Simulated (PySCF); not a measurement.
Molecule: Al(Me)(OMe)(OEt), SMILES CC[O][Al]([CH3])[O]C (C₄H₁₁AlO₂), singlet. Atoms near the plane z = 0.6 Å, at the GFN2-xTB optimised geometry (x, y, z in Å): Al1 (-1.0, 0.5, 0.0), C2 (-1.8, 2.3, 0.0), H4 (-1.6, 2.8, 0.9), H5 (-2.9, 2.2, -0.1), O6 (-1.9, -0.9, 0.0), C7 (-2.7, -2.0, 0.0), H8 (-3.5, -1.9, 0.8), H10 (-2.2, -2.9, 0.2), O11 (0.7, 0.5, 0.0), C12 (2.1, 0.3, 0.0), C13 (2.4, -1.2, 0.0), H15 (2.5, 0.7, 0.9), H17 (3.5, -1.4, 0.0), H18 (2.0, -1.7, 0.9).

Method: PBE0/def2-SVP (PySCF 2.14.0). The values are rescaled to run from 0 to 1.

```
|                           |
|                           |
|         .                 |
|      .::-::               |
|     .-=+++-:              |
|    .-=+###+-.             |
|   .-=*#%@%*=:             |
|   :=+#%@@@#+-:.  ..       |
|   :=*#%@@%#+=--::--:.     |
|   .-+*#%%%#*++++=++=-.    |
|    :=+*####*###**##*+:    |
|    .:=+*####%@@%%@@%+-.   |
|     :=+**%%#%@@%%@@%+-.   |
|    .-+*######%%%%@%#+-:   |
|   .:=*#@@%***##*#%%#+=-.  |
|  :-=+*%@@%*++++*#%%%#*=:  |
| .-+*#%%@@#*=--=*%@@%%#+-. |
| .=*%@@%%#*+-::=#@@@%#*+-  |
| .=*%@@@%*+-. :=*#%#**+-:  |
| .-+#%%%%#+-  .:=+*+==-:   |
|  .-+*#%%#+-   .:---::.    |
|   .:=+*#*=:     ....      |
|    .:-=+=-.               |
|      .:::.                |
|                           |
|                           |
|                           |
```
Scale: ten equal steps from 0.000 (start of ' ') to 1.00 (end of '@'), in the order ' .:-=+*#%@'; x runs from -5.50 to 5.50, y from -5.50 (bottom) to 5.50 (top).

Question: Which quantity is mapped?
(A) an orbital amplitude
(B) log10 of the electron density
(C) electron localisation function
(D) deformation density (molecule minus spherical neutral atoms)

Answer: B, log10 of the electron density. In full: log10 of the electron density (e/bohr³), floored at −4.
